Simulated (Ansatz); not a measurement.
Input file for Ansatz (a program for electronic structure): U-wB97X-V/def2-TZVPP on O2Pt (SMILES [O]=[Pt]=[O]), 2S+1 = 3, a spin state set in the input, which need not be the lowest. Elements past Kr take the def2 small-core potentials; no spin–orbit coupling.

Ansatz 0.2 input:
```yaml
crystal:
  periodic: [false, false, false]
  atoms:
    - {symbol: Pt, position_ang: [0.22849791, -0.16242324, 0.23369799]}
    - {symbol: O, position_ang: [1.12755325, 0.30313430, -1.18689249]}
    - {symbol: O, position_ang: [-1.38921988, -0.09333946, 0.88287488]}
basis:
  gaussian:
    orbitals: def2-TZVPP
hamiltonian:
  xc: {name: wB97X-V}
magnetization: {spin_polarized: true, initial_magnetization: 2}
```

The head of its log:

```
WARN ansatz: RAYON_NUM_THREADS=1 ignored (pool sized by the plan → 1); use --threads N
Functional definition: wB97X-V
integrals: 0.05 GiB planned
687 factors; their error is unknown
integrals: 0.08 GiB planned
122 factors; integrals over basis functions are off by at most 2.2e-5 eV
mean field: 0.62 GiB planned
mean field evaluation 1: about -7329.8225 eV, gradient 4.5e1 eV
mean field evaluation 2: about -7310.9989 eV, gradient 8.8e1 eV
```

Q: What total energy does the run end on?

A: -269.6151 hartree.
